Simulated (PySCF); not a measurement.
Worked example: dipole moment from atomic charges

GeH2ClBr, SMILES [Cl][GeH2][Br]. Atoms are numbered in the order given.

```xyz
5

Ge     0.6860     0.5462     0.0000
Cl    -0.8584     2.0502     0.0000
Br    -0.2953    -1.5348     0.0000
H      1.4880     0.6945     1.2925
H      1.4880     0.6945    -1.2925
```
Charge 0, spin multiplicity 1.

The structure is a stationary point at r2SCAN-D4/def2-SVP.

Charges (e) from M06-2X/def2-TZVPD (PySCF):

| atom | IAO | ESP fit |
|---|---|---|
| Ge1 | 0.794 | 0.050 |
| Cl2 | -0.334 | -0.117 |
| Br3 | -0.264 | -0.094 |
| H4 | -0.098 | 0.081 |
| H5 | -0.098 | 0.081 |

The dipole moment of the full density is 1.95 D.

Problem. What dipole moment does each set of point charges give, and which comes closer to that of the density?

Solution. 
μ = Σ q r, and 1 e Å = 4.8032 D.
IAO: Σ q r = (0.618, 0.018, 0.000) e Å, |μ| = 2.97 D.
ESP fit: Σ q r = (0.404, 0.044, 0.000) e Å, |μ| = 1.95 D.
ESP fit comes closer in size. Point charges leave out the atoms' own dipoles (lone pairs, polarised bonds); fits to the potential absorb them, partitions of the density don't.
